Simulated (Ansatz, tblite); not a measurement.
Cost and result up the ladder for Si2S2 (4 atoms). The state is a singlet with charge 0. Geometry: PBE0-D4/def2-TZVP.

```xyz
4

Si    0.294    0.097    1.384
Si   -0.681    0.053   -1.242
S    -0.312   -1.576    0.142
S     0.699    1.426   -0.284
```

Ansatz on 4 threads of Arm Neoverse V2 on a shared host; xTB runs through tblite on one thread. Times are rough, summed over both states, and most runs start from the orbitals of an earlier one. PBE0-D4/def2-TZVP serves as the yardstick here, not as an exact answer. The other state is a doublet.

The xTB rows come from tblite. Correlated methods freeze 20 core orbitals. The structure comes from a short search, and lower isomers may exist.

Run but left out: HF/def2-TZVPP (singlet: restricted singlet, unstable towards broken spin symmetry).

Correlated methods converge slowly with the basis.

Raw xTB energies of ions are shifted by several eV.

```json
{"level": "GFN1-xTB", "functions": "36", "wall time": "0.007 s", "vertical IE (eV)": "11.94", "difference from PBE0-D4/def2-TZVP (eV)": "3.61", "remarks": "–"}
{"level": "GFN2-xTB", "functions": "36", "wall time": "0.008 s", "vertical IE (eV)": "12.57", "difference from PBE0-D4/def2-TZVP (eV)": "4.24", "remarks": "–"}
{"level": "PBE-D4/def2-TZVP", "functions": "148", "wall time": "2.1 s", "vertical IE (eV)": "8.19", "difference from PBE0-D4/def2-TZVP (eV)": "-0.14", "remarks": "–"}
{"level": "PBE0-D4/def2-TZVP (with forces)", "functions": "148", "wall time": "3.6 s", "vertical IE (eV)": "8.33", "difference from PBE0-D4/def2-TZVP (eV)": "0.00", "remarks": "–"}
{"level": "r2SCAN-D4/def2-TZVP", "functions": "148", "wall time": "6.1 s", "vertical IE (eV)": "8.22", "difference from PBE0-D4/def2-TZVP (eV)": "-0.11", "remarks": "–"}
{"level": "CCSD(T)/def2-TZVPP", "functions": "168", "wall time": "40 s", "vertical IE (eV)": "8.38", "difference from PBE0-D4/def2-TZVP (eV)": "0.05", "remarks": "large T1 (0.020) (singlet), restricted SCF unstable (singlet), spin-contaminated (⟨S²⟩ 0.85) (+1 doublet)"}
```
